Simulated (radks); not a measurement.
Species: the carbon ion C2+. Configuration: 1s1.75 2s2 2p0.25 (fractional occupations, a model configuration). Method: non-relativistic Kohn-Sham, TPSS, spin-unpolarised, spherical densities, point nucleus; meta-GGA in the generalised Kohn-Sham scheme; computed with a radial shooting solver on a logarithmic mesh with Libxc functionals. Some entries of the table are withheld. Estimate them.

| orbital | occ. | eigenvalue (eV) | <r> (bohr) | <r^2> (bohr^2) |
|---|---|---|---|---|
| 1s | 1.75 | (1) | 0.2654 | 0.09505 |
| 2s | 2 | (2) | (3) | 2.070 |
| 2p | 0.25 | (4) | 1.283 | (5) |

Answer. 
(1) 1s eigenvalue (eV): -323.5093
(2) 2s eigenvalue (eV): -42.2150
(3) 2s <r> (bohr): 1.326
(4) 2p eigenvalue (eV): -33.0544
(5) 2p <r^2> (bohr^2): 2.019
